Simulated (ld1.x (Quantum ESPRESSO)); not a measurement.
**silver (Ag), TM: configuration errors across variants**

silver, norm-conserving Troullier–Martins (Kleinman–Bylander form), made with ld1.x (Quantum ESPRESSO) 7.5 (BP86, scalar-relativistic). Core [Kr], reference 4d10 5s0 5p0 (charge +1). Waves: 5s (bound, empty): rc 1.80 bohr; 4d (bound): rc 1.60 bohr; 5p (bound, empty): rc 1.05 bohr. Local part: the p channel. Core correction: a·sin(br)/r model core inside 1.00 bohr.

All-electron excitation energies from the reference (eV): (1) 4d10 5s1 5p0 -7.901; (2) 4d9 5s0 5p0 22.218; (3) 4d8 5s0 5p0 58.496; (4) 4d10 5s0.5 5p0 -4.796; (5) 4d9 5s2 5p0 -3.889; (6) 4d7 5s0 5p0 110.283.

For the base: The 5p radius (1.05 bohr) lies inside the outermost node of the all-electron wave (1.24 bohr), which a nodeless pseudo-wave cannot match soundly.

Tests that are not counted but printed errors over 1 eV. “base”: 4d9 5s1 5p1 (solver errors, printed error -2.6 eV). “all radii but the core radius scaled by about 0.78 (s 1.40, p 0.82, d 1.24 bohr)”: 4d9 5s1 5p1 (solver errors, printed error -11.2 eV). “all radii but the core radius scaled by about 0.84 (s 1.50, p 0.88, d 1.34 bohr)”: 4d9 5s1 5p1 (solver errors, printed error -2.6 eV). “all radii but the core radius scaled by about 0.91 (s 1.64, p 0.96, d 1.46 bohr)”: 4d9 5s1 5p1 (solver errors, printed error -2.6 eV). “all radii but the core radius scaled by about 1.37 (s 2.46, p 1.44, d 2.18 bohr)”: 4d9 5s1 5p1 (solver errors, printed error -2.6 eV).

2 further variants failed, have other tests or too few solved ones, and are left out.

A true bound ghost makes a file unfit for plane-wave use even where its test errors are small: the radial tests pick states by their node count and pass the ghost by. Where a test does run into it, the solver fails or the error is huge.

Errors AE − PS in meV (a dash: test not solved or not reliable):

| change | (1) | (2) | (3) | (4) | (5) | (6) | bound ghosts |
| --- | --- | --- | --- | --- | --- | --- | --- |
| base | -7.0 | -55 | -316 | -1.7 | -109 | -942 | p (extra level of the local part), s |
| all radii but the core radius scaled by about 0.78 (s 1.40, p 0.82, d 1.24 bohr) | -13 | -57 | -324 | -2.9 | -90 | -970 | s, p (extra level of the local part) |
| all radii but the core radius scaled by about 0.84 (s 1.50, p 0.88, d 1.34 bohr) | -12 | -57 | -326 | -2.2 | -87 | -974 | s, p (extra level of the local part) |
| all radii but the core radius scaled by about 0.91 (s 1.64, p 0.96, d 1.46 bohr) | -7.8 | -57 | -327 | -1.3 | -96 | -976 | p (extra level of the local part), s |
| all radii but the core radius scaled by about 1.37 (s 2.46, p 1.44, d 2.18 bohr) | -6.7 | – | -701 | – | -186 | -1809 | s, p (extra level of the local part) |

Task: Give the same row for: all radii but the core radius scaled by about 1.05 (s 1.90, p 1.10, d 1.68 bohr).

Result: -7.7, -132, -702, -2.1, -198, -1945; bound ghosts: s, d, p (extra level of the local part). Not counted: 4d9 5s1 5p1 (solver errors, printed error -2.6 eV).
